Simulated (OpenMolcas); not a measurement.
## Os4+: moving or changing the point charges

Os4+ among 3 point charges of -3 e arranged as a planar triangle (D3h), 2.16 Å from the ion.

- Program: OpenMolcas 26.06
- Method: SS-CASPT2, IPEA 0.25 Eh, imaginary shift 0.1 Eh (closed shells correlated: 4f 5s 5p)
- Basis: ANO-RCC-VTZP [8s7p5d3f2g1h]
- Scalar Hamiltonian: DKH2, point nucleus
- Active space: 4 electrons in 5 orbitals (5d)
- State averaging: 2S+1 = 5 even, 5 roots; 2S+1 = 3 even, 45 roots; 2S+1 = 1 even, 50 roots
- Spin-orbit coupling: state interaction with AMFI integrals over the reference wave functions

Runs around this geometry, states (labels of D3, the rotations of D3h). Energies in cm-1 above the lowest state or level, χT in cm3 K/mol.

| R (Å) | q (e) | Ground state | First state of that spin | First gap with spin-orbit (degeneracies) | χT at 300 K | First state of another spin |
| --- | --- | --- | --- | --- | --- | --- |
| 2.16 | -1.5 | 5E | 5E 8520 | 1860 (1, 1) | 0.131 | 3A2 17180 |
| 2.06 | -3 | 5E | 5E 19200 | 1300 (1, 1) | 0.218 | 3A2 8920 |
| 2.16 | -3 | 5E | 5E 16670 | 1310 (1, 1) | 0.210 | 3A2 11970 |
| 2.29 | -3 | 5E | 5E 13990 | 1390 (1, 1) | 0.192 | 3A2 14580 |

Taking the first state of the same spin as R^-n, n = -ln(13990 / 19200) / ln(2.29 / 2.06) = 3.0 between the shortest and longest distance.

Scaling the charges by -1.5 / -3 = 0.50 scales the first state of the same spin by 8520 / 16670 = 0.51; with fixed orbitals a first-order splitting would follow the charge.

Roots that are degenerate in the reference are averaged as groups; the widest CASPT2 spread within a group is 210 cm-1 (the 2-fold group of multiplicity 5 near 0 cm-1 above the lowest state of its run, R = 2.06, q = -3). Shifts and gaps below about the spread of the groups concerned are not significant. An orbital doublet at a regular site is open to a Jahn-Teller distortion, which this geometry leaves out. Point charges give a weaker field than real ligands, and real ions of this kind are as a rule low spin; the high spin found here belongs to the model. Free-ion shares, where given, are those of the reference states; single-state CASPT2 does not remix them. Spin-orbit coupling mixes the spin-free states strongly: the lowest level takes only 63 % from its leading state, 5E (holds for R = 2.16, q = -1.5). This shell can be high or low spin here, a state of another spin lies low, and with metal d orbitals alone active their balance is uncertain, so the ground spin may be wrong (holds for R = 2.06, q = -3; R = 2.16, q = -3; R = 2.29, q = -3). This is an electrostatic model: the charges have no orbitals. No measured value stands beside these numbers.
